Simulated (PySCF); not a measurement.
GaH2, SMILES [GaH2], multiplicity 2.

The structure is a stationary point at B3LYP-D3(BJ)/def2-TZVPD. The spin state was assumed, not searched. The isomer is the one that the SMILES or the coordinates give; other isomers of the formula were not compared.

Two levels are set side by side: PBE/def2-TZVPD (PySCF) and ωB97X/def2-TZVPD (PySCF). Same geometry, gas phase. Differences are taken from unrounded values.

```tsv
quantity	ωB97X	PBE	PBE minus ωB97X
α-spin orbital gap (eV)	7.66	1.79	-5.88
β-spin orbital gap (eV)	9.66	3.84	-5.82
dipole moment (D)	0.21	0.23	0.03
mean polarisability (bohr³)	40.3	41.8	1.5
```

Loosely held outer electrons make PBE densities more polarisable. Differences between two approximate levels are no errors against the true value.

Rough cost on one machine, each run with all the roots and properties that it gave: ωB97X against PBE within a factor of 2.
